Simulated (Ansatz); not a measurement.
Question: Name a neutral molecule of B, C, Cl, F and H with LUMO energy (ωB97M-V/def2-TZVPP) between 0.45 and 0.75 eV and LUMO energy (PBE/def2-TZVPP) between -2.70 and -2.40 eV (Ansatz, PBE0-D4/def2-TZVP geometry).

Answer: `FB1CB(Cl)C1` (0.50 eV, -2.54 eV); `FCBCl` (0.53 eV, -2.50 eV); `FB1CB1Cl` (0.46 eV, -2.61 eV); `C=C(C)B(F)Cl` (0.46 eV, -2.58 eV). Other molecules can fit too; these were computed, each in one conformer that needn't be the lowest.
